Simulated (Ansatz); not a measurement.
CH$_{3}$FIOSi (`CO[Si](F)I`) radical. Total charge 0; spin multiplicity 2. I takes the def2 core potential. Geometry: relaxed with PBE0-D4/def2-TZVP. It is one conformer, not always the lowest.

```xyz
8

C    -0.413    0.055   -1.086
O     0.195    0.906   -0.126
Si    0.489    0.598    1.432
F    -0.830   -0.006    2.104
I     2.263   -1.083    1.706
H    -0.556    0.633   -1.998
H    -1.382   -0.305   -0.732
H     0.235   -0.799   -1.300
```

**Question.** What is the dipole moment at r2SCAN/def2-TZVPP? (An estimate is asked.)

**Answer.** Ansatz gave: 1.62 D, with components (-0.56, 0.04, -1.52) D in this frame, pointing from negative to positive charge.

**Question.** And with PBE, B3LYP, ωB97M-V? (Estimate.)

**Answer.** Ansatz gave: PBE 1.57 D, B3LYP 1.57 D, ωB97M-V 1.59 D.

**Question.** Give the Mulliken charges with r2SCAN, B3LYP, ωB97M-V in def2-TZVPP. (Best estimate.)

**Answer.** The calculation gave: 
```json
{"atom": "C1", "r2SCAN": "-0.01", "B3LYP": "-0.14", "ωB97M-V": "-0.19"}
{"atom": "O2", "r2SCAN": "-0.35", "B3LYP": "-0.34", "ωB97M-V": "-0.32"}
{"atom": "Si3", "r2SCAN": "0.58", "B3LYP": "0.57", "ωB97M-V": "0.53"}
{"atom": "F4", "r2SCAN": "-0.29", "B3LYP": "-0.29", "ωB97M-V": "-0.28"}
{"atom": "I5", "r2SCAN": "-0.16", "B3LYP": "-0.15", "ωB97M-V": "-0.13"}
{"atom": "H6", "r2SCAN": "0.07", "B3LYP": "0.12", "ωB97M-V": "0.13"}
{"atom": "H7", "r2SCAN": "0.08", "B3LYP": "0.12", "ωB97M-V": "0.13"}
{"atom": "H8", "r2SCAN": "0.07", "B3LYP": "0.11", "ωB97M-V": "0.13"}
```

B3LYP here is the variant with VWN-RPA as its local correlation; programs differ in this.
